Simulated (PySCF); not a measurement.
**`C[O+]([BH2-]F)COC(F)(F)F`, C3H7BF4O2**

Geometry (Å), atoms numbered from 1 in this order:
```xyz
17

C    -1.197    1.282   -0.239
O    -0.906   -0.114   -0.279
B    -2.044   -1.046    0.740
F    -1.517   -2.289    0.636
C     0.394   -0.427    0.073
O     1.262    0.113   -0.939
C     2.548    0.135   -0.634
F     2.821    0.929    0.420
F     3.240    0.596   -1.660
F     3.046   -1.066   -0.309
H    -2.237    1.388   -0.534
H    -0.550    1.806   -0.943
H    -1.060    1.680    0.771
H    -1.900   -0.560    1.813
H    -3.056   -0.896    0.155
H     0.671   -0.001    1.052
H     0.476   -1.519    0.087
```

Level of theory: PySCF, GIAO PBE0/pcSseg-1 magnetisability, rotational g tensor and spin-rotation constants, non-relativistic, gas phase. Geometry: GFN2-xTB.

Problem. Give the nuclear spin-rotation constants along the inertial axes (H = +C I·J) beside the isotropic shieldings.

Solution. Rotational constants 2.4236, 0.6575, 0.5794 GHz. A star marks the isotopologue with that one atom substituted, in its own axes.
```
atom  isotope  Caa (kHz)  Cbb (kHz)  Ccc (kHz)  mean (kHz)  σ (ppm)
  B3      11B      0.545      0.165      0.131       0.280     83.1
  F4      19F     -0.023      0.847      0.633       0.485    334.4
  F8      19F      4.139      0.781      0.518       1.813    250.2
  F9      19F      2.701      0.934      0.761       1.465    246.7
 F10      19F      4.134      0.525      0.793       1.817    245.4
 H11       1H      0.004     -0.051     -0.052      -0.033     27.8
 H12       1H      0.005     -0.051     -0.050      -0.032     27.5
 H13       1H     -0.278     -0.068      0.023      -0.108     28.5
 H14       1H     -0.204     -0.061      0.025      -0.080     28.1
 H15       1H     -0.037     -0.038     -0.030      -0.035     27.8
 H16       1H     -0.237     -0.071      0.031      -0.092     26.8
 H17       1H     -0.214      0.036     -0.055      -0.077     25.5
  C1     13C*      0.605      0.089      0.123       0.273    128.7
  O2     17O*     -0.173     -0.069     -0.065      -0.102    277.9
  C5     13C*      0.601      0.178      0.150       0.310     89.7
  O6     17O*     -0.355     -0.105     -0.084      -0.181    212.4
  C7     13C*      0.723      0.199      0.177       0.366     57.9
```
For the geometry as given, no vibrational averaging.
